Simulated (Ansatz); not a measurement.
The same molecule with X = Ti, Zr, Hf. Ansatz, PBE0-D4/def2-TZVP geometries, multiplicity 1.

Elements past krypton have def2 core potentials. Scalar relativity is left out up to krypton.

| X | molecule | mean X–C bond length / Å | mean X–Cl bond length / Å | LUMO energy (PBE/def2-TZVPP) / eV | size of the dipole moment (PBE/def2-TZVPP) / D | LUMO energy (ωB97M-V/def2-TZVPP) / eV |
| --- | --- | --- | --- | --- | --- | --- |
| Ti | `[Cl][Ti]12345678([Cl])([C@H]9[C@@H]1[C@@H]2[C@@H]3[C@H]94)[C@H]1[C@@H]5[C@@H]6[C@@H]7[C@H]18` | 2.380 | 2.320 | -3.41 | 4.50 | -0.32 |
| Hf | `[Cl][Hf]12345678([Cl])([C@H]9[C@@H]1[C@@H]2[C@@H]3[C@H]94)[C@H]1[C@@H]5[C@@H]6[C@@H]7[C@H]18` | 2.518 | 2.410 | -2.30 | 4.05 | 0.52 |

(1) Give the row for X = Zr, `[Cl][Zr]12345678([Cl])([C@H]9[C@@H]1[C@@H]2[C@@H]3[C@H]94)[C@H]1[C@@H]5[C@@H]6[C@@H]7[C@H]18`. (Best estimate.)

Answers

(1) The calculation gave: 
| X | molecule | mean X–C bond length / Å | mean X–Cl bond length / Å | LUMO energy (PBE/def2-TZVPP) / eV | size of the dipole moment (PBE/def2-TZVPP) / D | LUMO energy (ωB97M-V/def2-TZVPP) / eV |
| --- | --- | --- | --- | --- | --- | --- |
| Zr | `[Cl][Zr]12345678([Cl])([C@H]9[C@@H]1[C@@H]2[C@@H]3[C@H]94)[C@H]1[C@@H]5[C@@H]6[C@@H]7[C@H]18` | 2.517 | 2.417 | -2.61 | 4.20 | 0.20 |

From Ti to Hf the mean X–C bond length rises at each step, by 0.138 Å in all; the mean X–Cl bond length isn't monotonic: highest at Zr, lowest at Ti; the LUMO energy (PBE/def2-TZVPP) rises at each step, by 1.11 eV in all; the LUMO energy (ωB97M-V/def2-TZVPP) rises at each step, by 0.84 eV in all. Dipoles are sizes alone, and their direction can turn along the series.

Positive LUMOs are unbound, so they and the gaps depend on the basis.
